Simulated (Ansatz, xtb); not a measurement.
**CuGeH2NO: which of two structures lies lower**

Structure X: a singlet given by its coordinates. Structure Y: a singlet given by its coordinates. Both are isolated molecules in the gas phase, relaxed with r2SCAN-D4/def2-SVP.

X (Å):

```yaml
atoms:
  - { symbol: Cu, position_ang: [-1.0451, 0.3106, 1.1216] }
  - { symbol: Ge, position_ang: [0.4047, -1.9319, 1.3499] }
  - { symbol: N, position_ang: [0.7069, 0.0466, 1.9934] }
  - { symbol: O, position_ang: [-1.1152, -1.5752, 0.6289] }
  - { symbol: H, position_ang: [1.5637, 0.4647, 1.6116] }
  - { symbol: H, position_ang: [0.8135, 0.1234, 3.0119] }
```

Close contacts (Å): Cu1–Ge2 2.68, Cu1–N3 1.97, Cu1–O4 1.95, Ge2–N3 2.10, Ge2–O4 1.72, N3–H5 1.03, N3–H6 1.03.

Y (Å):

```xyz
6

Cu   -1.2870   -0.9207    0.4132
Ge   -1.2155   -0.0437    2.6692
N    -0.0024   -0.8787    1.7592
O    -2.4654   -0.8861   -0.8936
H    -3.1669   -1.5407   -0.7748
H     0.9456   -1.2501    1.7359
```

Close contacts (Å): Cu1–Ge2 2.42, Cu1–N3 1.86, Cu1–O4 1.76, Ge2–N3 1.73, Cu1–H5 2.31, N3–H6 1.02, O4–H5 0.97.

Task: Estimate which is lower in electronic energy at CCSD(T)/def2-SVP + ΔMP2/def2-TZVPP, and by roughly how much.

Result: The CCSD(T)/def2-SVP + ΔMP2/def2-TZVPP calculation puts structure X lower, by 0.081 eV.

How the difference moves with the method:

| level | geometry | E(Y) − E(X) (eV) | departure from the last row (eV) | job, with rough time for the two |
| --- | --- | --- | --- | --- |
| GFN2-xTB | GFN2-xTB | +0.567 | +0.486 | optimisation, 0.26 s |
| HF/STO-3G | GFN2-xTB | +1.046 | +0.965 | single point, 2.9 s |
| r2SCAN-D4/def2-SVP//GFN2-xTB | GFN2-xTB | +0.282 | +0.201 | single point, 3.6 s |
| r2SCAN-D4/def2-SVP | r2SCAN-D4/def2-SVP | −0.030 | −0.111 | optimisation, 59 s |
| HF/def2-SVP | r2SCAN-D4/def2-SVP | +1.481 | +1.400 | part of the CCSD(T) run |
| MP2/def2-SVP | r2SCAN-D4/def2-SVP | +0.222 | +0.141 | part of the CCSD(T) run |
| CCSD(T)/def2-SVP | r2SCAN-D4/def2-SVP | +0.476 | +0.395 | single point |
| CCSD(T)/def2-SVP + ΔMP2/def2-TZVPP | r2SCAN-D4/def2-SVP | +0.081 |  | single point, 39 s |

r2SCAN-D4/def2-SVP puts the two in the other order. The largest departure from CCSD(T)/def2-SVP + ΔMP2/def2-TZVPP is that of HF/def2-SVP, 1.400 eV. The last row adds to CCSD(T) the change of the MP2 difference between the two basis sets, here −0.395 eV, a large step that makes the value less sure.

With harmonic frequencies from r2SCAN-D4/def2-SVP (ideal gas, rigid rotor, one conformer each, 298.15 K, 1 atm): on the last row, ΔE + ΔZPE = +0.064 eV. A mode under 50 cm⁻¹ makes harmonic enthalpies and free energies unreliable, so none is given.

The T1 diagnostic of structures X and Y is large, so the coupled-cluster value is less sure. The correlated steps freeze 16 core orbitals; the filled d shell of Ge is correlated; the last core shell of Cu is correlated, in a basis made for valence electrons. Run with Ansatz 0.2.0, xtb 6.7.1; the last row on 2 threads of Arm Neoverse V2 on a shared host.
